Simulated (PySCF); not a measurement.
B(AsH2)(Me)2 (C2H8AsB), SMILES CB(C)[AsH2].

Geometry optimised at PBE-D3(BJ)/def2-SVP. The structure was generated by enumeration, and PubChem lists no compound with its InChIKey, so it may never have been made.

Level of theory: PBE-D3(BJ)/def2-SVP in PySCF 2.14.0.

Frequencies are harmonic and unscaled.

Computed harmonic wavenumbers and intensities:
```csv
mode,ν (cm⁻¹),IR (km/mol),moving atoms (share of kinetic energy)
1,77,1.2,H 97 %
2,125,0.5,H 97 %
3,163,0.6,"H 71 %, C 17 %"
4,222,0.1,"H 56 %, C 32 %, B 10 %"
5,243,0.2,"C 45 %, H 31 %, As 23 %"
6,314,2.2,"H 54 %, B 41 %"
7,442,7.2,"H 35 %, C 29 %, B 24 %, As 12 %"
8,520,10.5,"H 85 %, C 10 %"
9,631,8.7,H 91 %
10,656,7.0,"H 81 %, C 16 %"
11,794,2.8,"H 73 %, C 22 %"
12,815,4.0,"H 49 %, C 35 %, B 16 %"
13,836,5.0,"H 50 %, B 27 %, C 23 %"
14,961,61.6,H 95 %
15,1045,108.9,"B 49 %, H 35 %, C 16 %"
16,1122,15.1,"B 50 %, H 44 %"
17,1249,30.2,"H 76 %, C 23 %"
18,1274,93.0,"H 53 %, C 31 %, B 16 %"
19,1359,2.2,H 96 %
20,1364,1.6,H 95 %
21,1393,0.1,H 93 %
22,1395,10.1,H 92 %
23,2141,68.0,H 99 %
24,2163,85.0,H 99 %
25,2942,0.2,H 96 %
26,2945,1.4,H 96 %
27,3018,13.6,"H 92 %, C 8 %"
28,3021,11.5,"H 92 %, C 8 %"
29,3067,10.4,"H 91 %, C 9 %"
30,3072,10.7,"H 91 %, C 9 %"
```
